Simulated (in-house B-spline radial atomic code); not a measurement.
How numerical settings move a run on Pr+, [Xe] 4f3 6s1. Computed with an all-electron radial atomic-structure program (B-spline basis): Dirac-Kohn-Sham PBE0, spherical fractional occupations, Fermi nucleus of rms radius 4.8919 fm.

Command:
```bash
python run_scf.py task.json out
```
Settings of the sound reference run:
```
Z                59
electrons        58
configuration    [Xe] 4f3 6s1
hamiltonian      dirac
method           pbe0
spin_polarised   False
nucleus          fermi
rms_radius       4.8919
mass_number      141
atomic_mass      140.9077
speed_of_light   137.036
knot_spacing     0.22
spline_order     8
gauss_points     12
box_radius       35.29
max_iterations   70
damping          0.5
damped_steps     3
diis_vectors     10
tolerance        1e-08
start            Thomas-Fermi
```

Run time, properties included: 2.7 s on 1 thread of Arm Neoverse N1 (shared host).

It converges in 11 iterations to -9241.488490 hartree, with 4f7/2 at -5.58388 eV. The other runs change the listed settings, some to values that make no sense; their results aren't properties of the atom or ion. Radii are in bohr (the nuclear one in fm), a minus after a letter asks for a j subshell, and «unchanged» means within 1e-8 hartree. The run stops when the residual is below 10 × tolerance × max(1, Z/10), or a noise floor if that is larger, and the energy moves by less than 1e-8 × √|E| hartree; so very loose and very tight tolerances often act alike.

| changed settings | outcome |
| --- | --- |
| box_radius = 1.41 | converged in 8 iterations, energy +8.77e+01 hartree from the reference, 4f7/2 level +1.6e+02 eV (the program warns: 4f7/2 has a positive eigenvalue: unbound, held by the box; 4d3/2 has a positive eigenvalue: unbound, held by the box) |
| method = hf, speed_of_light = 44.26263 | stopped with error: Z/c is past the critical charge |
| electrons = 61, configuration = [Xe] 4f3 6s1 7s3, max_iterations = 60 | stopped with error: shell 7s holds at most 2 electrons |
| electrons = 66, configuration = [Xe] 4f3 6s1 8s2 8p6, max_iterations = 75 | converged in 14 iterations to -9240.6691 hartree, a different physical problem (warning: 4f7/2 has a positive eigenvalue: unbound, held by the box) |
| start = bare nucleus | converged in 13 iterations, energy unchanged, 4f7/2 level +5.6e-05 eV |
| box_radius = 141.16 | converged in 11 iterations, energy unchanged |
| spline_order = 4, max_iterations = 75, damping = 0, damped_steps = 30, diis_vectors = 2 | converged in 45 iterations, energy +6.06e-03 hartree from the reference, 4f7/2 level -1.2e-03 eV |
| box_radius = 10.59 | converged in 11 iterations, energy +4.42e-04 hartree from the reference, 4f7/2 level +3.1e-02 eV (the program warns: 4f7/2 reaches the box edge; 4f5/2 reaches the box edge) |
| box_radius = 17.64 | converged in 11 iterations, energy unchanged, 4f7/2 level +1.6e-05 eV (the program warns: 6s1/2 reaches the box edge) |
| damped_steps = 0 | converged in 11 iterations, energy unchanged, 4f7/2 level -2.1e-05 eV |
| box_radius = 2.12 | converged in 8 iterations, energy +1.49e+01 hartree from the reference, 4f7/2 level +5.1e+01 eV (the program warns: 4f7/2 has a positive eigenvalue: unbound, held by the box; 5s1/2 has a positive eigenvalue: unbound, held by the box) |
| damped_steps = 30 | converged in 21 iterations, energy unchanged, 4f7/2 level +1.7e-05 eV |
| box_radius = 5.29 | converged in 10 iterations, energy +1.32e-01 hartree from the reference, 4f7/2 level +2.0e+00 eV (the program warns: 4f7/2 reaches the box edge; 5s1/2 reaches the box edge) |
| box_radius = 7.06 | converged in 10 iterations, energy +2.13e-02 hartree from the reference, 4f7/2 level +6.0e-01 eV (the program warns: 4f7/2 reaches the box edge; 5s1/2 reaches the box edge) |

Q: What happens with box_radius = 3.53?

A: Converged in 9 iterations, energy +1.18e+00 hartree from the reference, 4f7/2 level +9.3e+00 eV (the program warns: 4f7/2 has a positive eigenvalue: unbound, held by the box; 4f5/2 has a positive eigenvalue: unbound, held by the box).

Q: What happens with spline_order = 4, gauss_points = 4, box_radius = 70.58, max_iterations = 50?

A: Converged in 11 iterations, energy +6.07e-03 hartree from the reference, 4f7/2 level -1.3e-03 eV.

Q: What happens with spline_order = 7, first_knot = 1.69e-05, max_iterations = 75?

A: Converged in 11 iterations, energy +2.20e-07 hartree from the reference, 4f7/2 level -9.1e-07 eV.

Q: What happens with box_radius = 10.59, max_iterations = 75, damping = 0.95, damped_steps = 30, diis_vectors = 1?

A: Not converged after 75 iterations, last residual 9.1e-01, last energy +2.37e+01 hartree from the reference.
